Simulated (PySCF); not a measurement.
Gas-phase reaction: 2 MoO2(OH)2 + O2 ⇌ Mo2O6 + 2 H2O2

Method: PySCF energies plus ideal-gas RRHO corrections (1 bar). † marks an energy on the PBE0/def2-TZVP geometry and frequencies. MP2 freezes the core. Open shells (unrestricted): O2 (multiplicity 3); the rest are closed-shell singlets. B3LYP is the form with VWN-RPA correlation. Mo: scalar-relativistic def2 core potential, no spin-orbit coupling. MP2 isn't extrapolated to the basis-set limit.

PBE/def2-TZVP† gives ΔH°(298 K) = 337 kJ.

**Question.** What do B3LYP/def2-TZVP†, ωB97M-V/def2-TZVP†, MP2/def2-TZVPP† give?

**Answer.** B3LYP/def2-TZVP†: 360 kJ; ωB97M-V/def2-TZVP†: 339 kJ; MP2/def2-TZVPP†: 295 kJ. For scale, ΔH°(298 K) is 337 kJ at this level, 339 kJ at ωB97M-V/def2-TZVP†, and runs from 90 to 466 kJ over the 17 levels computed.
